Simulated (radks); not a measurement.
Values are calculated unless marked as measured or tabulated.
How relativity changes the ionisation of neutral chlorine ([Ne] 3s2 3p5) to Cl+ ([Ne] 3s2 3p4). Spin-unpolarised spherical Kohn-Sham, BLYP, point nucleus unless stated (finite: rms radius 3.3654 fm), a radial shooting solver on a logarithmic mesh with Libxc functionals. A level marked "c x" has the speed of light scaled by that factor and shares open shells by 2j + 1; other Dirac levels either fill j = l - 1/2 first or share by 2j + 1.

level,E(Cl) (hartree),E(Cl+) (hartree),IE (eV),HOMO,<r> HOMO (bohr)
non-rel.,-460.15721,-459.65208,13.745,3p,1.850
scalar-rel.,-461.62946,-461.12488,13.730,3p,1.849
"scalar-rel., finite nucleus",-461.62894,-461.12436,13.730,3p,1.849
"Dirac, 2j+1 shares",-461.63094,-461.12635,13.731,3p3/2,1.853
"Dirac, low j first",-461.63248,-461.12989,13.676,3p3/2,1.853
"Dirac, 2j+1 shares, finite nucleus",-461.63042,-461.12583,13.731,3p3/2,1.853
"Dirac, c x 0.75",-462.79282,-462.28863,13.720,3p3/2,1.856
"Dirac, c x 1.5",-460.80945,-460.30456,13.739,3p3/2,1.851
"Dirac, c x 2",-460.52355,-460.01856,13.742,3p3/2,1.850

NIST Atomic Spectra Database: 12.968 eV (measured). The relativistic part of the total energy of Cl is -1.473 hartree (Dirac, 2j+1 shares, finite nucleus), 0.32 % of the non-relativistic value. Spin polarisation and multiplet splitting of open shells are left out at every level.

Beside tabulated values, note that spin-unpolarised runs miss the spin-polarisation part of the exchange energy of open shells.
